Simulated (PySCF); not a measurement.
Choosing a molecule for a target property.

All species are isolated and taken at one optimised geometry, non-relativistic unless stated; the electronic structure was computed with PySCF and density fitting.

Dipoles, sizes and rotational constants follow the conformer. The torsions of the flexible species, by atom-mapped SMILES:
- `[SiH3:1]/[CH:2]=[P:3]/[N:4]([SiH3:5])[SiH3:6]`: C2–P3–N4–Si5 179°
- `[F:1][B:2]([F:3])[SiH2:4][CH2:5][GeH3:6]`: F1–B2–Si4–C5 30°, B2–Si4–C5–Ge6 -53°
- `[CH2:1]=[C:2]([CH3:3])[SiH2:4][O:5][c:6]1[cH:7][cH:8][cH:9][cH:10][cH:11]1`: C1–C2–Si4–O5 -2°, C2–Si4–O5–C6 -178°, Si4–O5–C6–C7 -1°

(1) Wanted: lowest triplet excitation (Tamm–Dancoff) above 3.5 eV (TDA CAM-B3LYP/def2-SVPD) and HOMO energy above -8.6 eV (CAM-B3LYP/def2-SVPD), at PBE0-D3(BJ)/def2-SVP geometries. Which candidate meets both?
A. `CC[N](CC)[Ti]([Cl])([Cl])[Cl]`
B. `[SiH3]/C=P/N([SiH3])[SiH3]`
C. `FB(F)[SiH2][CH2][GeH3]`
D. `C=C(C)[SiH2]OC1=CC=CC=C1`

## Answers

(1) D. Computed values:
```csv
species,lowest triplet excitation (Tamm–Dancoff),HOMO energy
CC[N](CC)[Ti]([Cl])([Cl])[Cl],2.70 eV,-8.88 eV
[SiH3]/C=P/N([SiH3])[SiH3],2.95 eV,-8.22 eV
C=C(C)[SiH2]OC1=CC=CC=C1,4.03 eV,-7.79 eV
FB(F)[SiH2][CH2][GeH3],5.20 eV,-10.08 eV
```
